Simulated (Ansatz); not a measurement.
Start from `N[Si](N)(N)F` and change one atom or group to get `N[Si](N)(F)[SiH3]`.

Ansatz, PBE0-D4/def2-TZVP geometries, multiplicity 1. Each molecule was computed in one conformer, which needn't be the lowest.

```
                               property  `N[Si](N)(N)F`
    LUMO energy (B3LYP/def2-TZVPP) / eV            0.49
  LUMO energy (ωB97M-V/def2-TZVPP) / eV            2.23
     HOMO energy (PBE0/def2-TZVPP) / eV           -7.48
  HOMO energy (ωB97M-V/def2-TZVPP) / eV           -9.92
   HOMO–LUMO gap (PBE0/def2-TZVPP) / eV            8.34
HOMO–LUMO gap (ωB97M-V/def2-TZVPP) / eV           12.15
```

(1) Give the same properties after the change, and the shifts. (An estimate is asked.)

## Answers

(1) The calculation gave: 
| property | `N[Si](N)(F)[SiH3]` | shift |
| --- | --- | --- |
| LUMO energy (B3LYP/def2-TZVPP) / eV | 0.19 | -0.30 |
| LUMO energy (ωB97M-V/def2-TZVPP) / eV | 2.06 | -0.17 |
| HOMO energy (PBE0/def2-TZVPP) / eV | -7.33 | 0.15 |
| HOMO energy (ωB97M-V/def2-TZVPP) / eV | -9.51 | 0.41 |
| HOMO–LUMO gap (PBE0/def2-TZVPP) / eV | 7.71 | -0.63 |
| HOMO–LUMO gap (ωB97M-V/def2-TZVPP) / eV | 11.56 | -0.59 |

With PBE0 the HOMO rises by 0.15 eV and the LUMO falls by 0.47 eV, so the gap narrows by about 0.62 eV. PBE moves the HOMO by -0.05 eV and ωB97M-V by 0.41 eV. The zero-point energy changes by -1.2 kJ/mol with +3 modes.

B3LYP here is the variant with VWN-RPA as its local correlation; programs differ in this.
